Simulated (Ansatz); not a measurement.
This geometry of C$_{2}$H$_{10}$GaNSi (15 atoms, charge 0, multiplicity 1) is a first-order saddle point.

Method: Ansatz 0.2.0, RKS PBE-D4/def2-SVP.

```xyz
15
Properties=species:S:1:pos:R:3
C -1.988 0.708 1.602
Ga -0.654 2.299 1.652
Si 0.507 0.137 -0.912
C 0.720 -1.392 0.162
N 1.853 0.234 -2.000
H -1.630 -0.127 2.248
H -2.958 1.048 2.029
H -2.201 0.288 0.594
H 0.485 1.385 -0.013
H -0.839 0.144 -1.600
H 0.722 -2.313 -0.457
H -0.113 -1.470 0.888
H 1.672 -1.348 0.727
H 1.913 0.908 -2.764
H 2.490 -0.552 -2.126
```

(1) Which two structures does it join? (They come from a converged band through this point; their orientation in space is the band's.)

(2) How far does it lie above each of them?

Answers

(1) No bond is made or broken. The height of N5 over the plane of its neighbours goes from -0.26 to 0.26 Å.

Initial state:

```xyz
15
Properties=species:S:1:pos:R:3
C -1.958 0.741 1.630
Ga -0.933 2.508 1.273
Si 0.530 0.083 -0.900
C 0.688 -1.461 0.159
N 1.965 0.256 -1.878
H -1.371 0.057 2.286
H -2.905 0.975 2.166
H -2.230 0.176 0.710
H 0.481 1.352 -0.048
H -0.796 0.054 -1.634
H 0.736 -2.369 -0.478
H -0.188 -1.566 0.828
H 1.608 -1.423 0.775
H 2.085 1.114 -2.423
H 2.268 -0.548 -2.436
```

Final state:

```xyz
15
Properties=species:S:1:pos:R:3
C -1.966 0.734 1.610
Ga -0.726 2.394 1.454
Si 0.513 0.074 -0.912
C 0.686 -1.464 0.154
N 1.768 0.086 -2.123
H -1.514 -0.031 2.283
H -2.925 1.049 2.078
H -2.218 0.230 0.650
H 0.533 1.301 0.031
H -0.801 0.155 -1.638
H 0.646 -2.376 -0.474
H -0.128 -1.512 0.904
H 1.653 -1.460 0.699
H 1.715 0.785 -2.868
H 2.740 -0.018 -1.818
```

(2) 1.2 kJ/mol above the first and 5.2 kJ/mol above the second. This is the barrier of this one path; another mechanism may lie lower.

The run took 11 min on 2 threads of Arm Neoverse V1, on a shared host, peak memory 0.2 GiB.
